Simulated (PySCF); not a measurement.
**Partial charges of `CC(=O)NC1C[SiH2]C1`**

C₅H₁₁NOSi.
SMILES with atom numbers: `[CH3:1][C:2](=[O:3])[NH:4][CH:5]1[CH2:6][SiH2:7][CH2:8]1` (hydrogens: H9, H10, H11 on C1; H12 on N4; H13 on C5; H14, H15 on C6; H16, H17 on Si7; H18, H19 on C8)

Structure used (PBE0-D3(BJ)/def2-SVP), in Å, numbered top down from 1:
```
atom  x, y, z in Å
C1     3.0683   -0.6787   -0.4348
C2     1.6302   -0.9559   -0.0550
O3     1.2459   -2.0494    0.3085
N4     0.8005    0.1250   -0.1480
C5    -0.5985    0.0655    0.1739
C6    -1.5912    0.4301   -0.9606
Si7   -2.7742    1.0048    0.4088
C8    -1.0962    1.0116    1.2972
H9     3.1372   -0.2727   -1.4558
H10    3.5161    0.0563    0.2521
H11    3.6328   -1.6160   -0.3769
H12    1.1813    1.0085   -0.4624
H13   -0.7702   -0.9786    0.4796
H14   -1.2295    1.3074   -1.5249
H15   -1.8289   -0.3726   -1.6717
H16   -3.5059    2.2963    0.2379
H17   -3.7232   -0.0450    0.8844
H18   -0.6357    2.0096    1.1923
H19   -0.9483    0.6617    2.3277
```

Density: PBE0/pcSseg-1 (PySCF); schemes: Mulliken, IAO, Hirshfeld and ESP-fitted. Isolated species at its PBE0-D3(BJ)/def2-SVP geometry (one conformer only).

Problem. At which atom do the 4 schemes differ most?

Solution. At C5: from -0.072 (Mulliken) to +0.744 e (ESP-fitted), 0.816 e apart.

Problem. Which atoms carry the highest charge in the Mulliken, IAO, Hirshfeld and ESP-fitted schemes?

Solution. The schemes don't all agree: Mulliken Si7 (+0.594); IAO Si7 (+0.731); Hirshfeld Si7 (+0.340); ESP-fitted C2 (+0.862).

Problem. For which atoms does the sign change between the 4 schemes (beyond +0.03 e in one, beyond −0.03 e in another)?

Solution. C5.

Problem. Tabulate the Mulliken, IAO, Hirshfeld and ESP-fitted charges.

Solution. In e:

| atom | environment | Mulliken | IAO | Hirshfeld | ESP-fitted |
| --- | --- | --- | --- | --- | --- |
| C1 | methyl carbon next to a carbonyl | -0.285 | -0.473 | -0.123 | -0.635 |
| C2 | amide carbonyl carbon | +0.372 | +0.434 | +0.175 | +0.862 |
| O3 | amide oxygen | -0.436 | -0.502 | -0.290 | -0.598 |
| N4 | amide nitrogen | -0.481 | -0.340 | -0.108 | -0.908 |
| C5 | sp3 carbon bound to nitrogen | -0.072 | -0.008 | +0.021 | +0.744 |
| C6 | sp3 carbon bound to silicon | -0.428 | -0.546 | -0.168 | -0.638 |
| Si7 | SiH2 silicon | +0.594 | +0.731 | +0.340 | +0.509 |
| C8 | sp3 carbon bound to silicon | -0.427 | -0.546 | -0.168 | -0.635 |
| H9 | methyl hydrogen | +0.133 | +0.152 | +0.049 | +0.163 |
| H10 | methyl hydrogen | +0.137 | +0.156 | +0.050 | +0.167 |
| H11 | methyl hydrogen | +0.148 | +0.171 | +0.054 | +0.176 |
| H12 | amide N–H hydrogen | +0.187 | +0.259 | +0.128 | +0.386 |
| H13 | methine hydrogen | +0.154 | +0.168 | +0.043 | +0.008 |
| H14 | methylene hydrogen | +0.128 | +0.136 | +0.034 | +0.159 |
| H15 | methylene hydrogen | +0.151 | +0.149 | +0.041 | +0.154 |
| H16 | Si–H hydrogen | -0.082 | -0.115 | -0.077 | -0.111 |
| H17 | Si–H hydrogen | -0.071 | -0.114 | -0.075 | -0.116 |
| H18 | methylene hydrogen | +0.128 | +0.136 | +0.034 | +0.159 |
| H19 | methylene hydrogen | +0.151 | +0.149 | +0.041 | +0.153 |

Mean size of the charges over all atoms: ESP-fitted 0.383 e, IAO 0.278 e, Mulliken 0.240 e, Hirshfeld 0.106 e. Each set sums to the total charge, 0, to within 0.001 e. The Hirshfeld scheme divides the density at each point in proportion to the densities of the neutral, spherically averaged free atoms. The ESP scheme fits charges at the nuclei, held to the total charge, to the electrostatic potential on points at 1.4 to 2.0 times the van der Waals radii.

Problem. Sum the charges by element, for elements with more than one atom.

Solution. 
```
element  atoms  Mulliken     IAO  Hirshfeld  ESP-fitted
      C      5    -0.841  -1.138     -0.263      -0.302
      H     11    +1.165  +1.249     +0.322      +1.299
```

Problem. How many electrons does the IAO scheme count on Si7?

Solution. Z − q = 14 − (+0.731) = 13.269.
